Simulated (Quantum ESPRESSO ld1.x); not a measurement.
Species: a nucleus of charge 8.1 with 7 electrons. Configuration: [He] 2s2 2p3.

Calculated with ld1.x of Quantum ESPRESSO 7.5: Dirac Kohn-Sham, relativistic LDA (MacDonald-Vosko exchange, VWN5 correlation), spin-unpolarised, spherical densities, point nucleus; open shells are shared between the two j in proportion to 2j + 1.

Energy parts (eV):
part                   energy
total                 -2069.8
kinetic                2063.0
electron-nucleus      -4809.5
Hartree                 878.6
exchange-correlation   -201.9

Orbitals (lengths in bohr, moments of r in powers of bohr):
orbital  occ.  eigenvalue (eV)     <r^4>
1s1/2       2         -545.624  0.007359
2s1/2       2          -41.887     3.596
2p1/2       1          -26.762     5.098
2p3/2       2          -26.714     5.122

The highest occupied level is 2p3/2 at -26.714 eV. Summed over all electrons, <r^2> = 7.345 bohr^2, which gives a Langevin (diamagnetic) susceptibility term of -5.82 x 10^-6 cm^3/mol.
